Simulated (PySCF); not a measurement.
Species: C6H10BNO2.
Atom-mapped SMILES: `[CH2:1]=[N:2][C@:3]12[CH2:4][C@:5]([B:6]([OH:7])[OH:8])([CH2:9]1)[CH2:10]2` (hydrogens: H11, H12 on C1; H13, H14 on C4; H15 on O7; H16 on O8; H17, H18 on C9; H19, H20 on C10)

Computed, not measured: PBE0-D3(BJ)/def2-SVP geometry optimisation, gas phase (PySCF).

Q: Give the optimised bond lengths and angles.

A: 
```csv
bond,length (Å)
C1=N2,1.263
N2–C3,1.414
"C3–C4, C3–C10",1.542
"C4–C5, C5–C9, C5–C10",1.556
C5–B6,1.567
"B6–O7, B6–O8",1.365
C3–C9,1.553
C1–H11,1.108
C1–H12,1.100
C4–H13 and 5 like bonds,1.101
"O7–H15, O8–H16",0.962
```

Bonds in one row agree within 0.01 Å and their mean is given. A selection of angles:
```csv
angle,degrees
C1–N2–C3,118.4
N2–C3–C4,125.1
N2–C3–C9,130.8
C4–C3–C9,87.6
C3–C4–C5,74.9
C4–C5–B6,129.1
C4–C5–C9,87.2
C4–C5–C10,86.3
B6–C5–C9,126.8
C5–B6–O7,118.5
C5–B6–O8,117.6
O7–B6–O8,123.9
C3–C9–C5,74.4
H15–O7–B6,115.5
H16–O8–B6,115.5
```

Torsions: C1–N2–C3–C4 122° (anticlinal); N2–C3–C4–C5 176° (antiperiplanar); C3–C4–C5–B6 180° (antiperiplanar); C4–C5–B6–O7 2° (synperiplanar); C4–C5–C9–C3 -43° (synclinal); C4–C5–C10–C3 44° (synclinal); N2–C3–C9–C5 180° (antiperiplanar); N2–C3–C10–C5 -176° (antiperiplanar); H15–O7–B6–C5 180° (antiperiplanar); H16–O8–B6–C5 -179° (antiperiplanar).

The 4-membered ring C3–C4–C5–C9 has internal angles of 74.4° to 87.6° (sum 324°, against 360° for a flat polygon); it is puckered, 0.31 Å rms from its mean plane, widest ring torsion 43°. B6 (three-coordinate boron) is planar (angles 123.9°, 118.5° and 117.6°, sum 360.0°, 0.00 Å off the plane of its three neighbours). Of the pairs four or more bonds apart, C9···H11 is among the closest relative to their van der Waals radii: 2.67 Å, 92 % of the sum of Bondi's values. The C–N distances run from 1.263 Å (C1=N2, drawn double) to 1.414 Å (N2–C3, drawn single), a spread of 0.151 Å. The 4-membered ring C3–C4–C5–C10 has internal angles of 74.7° to 87.2° (sum 323°, against 360° for a flat polygon); it is puckered, 0.31 Å rms from its mean plane, widest ring torsion 44°. The 4-membered ring C3–C9–C5–C10 has internal angles of 74.4° to 87.4°; it is puckered, 0.31 Å rms from its mean plane, widest ring torsion 44°.

Point group: C1 (no symmetry element, even within 0.4 Å). Stationary, but not proved a minimum. The numbers are those of one conformer (C1–N2–C3–C4 122°, C4–C5–B6–O7 2°, C5–B6–O7–H 180°, C5–B6–O8–H -179°).
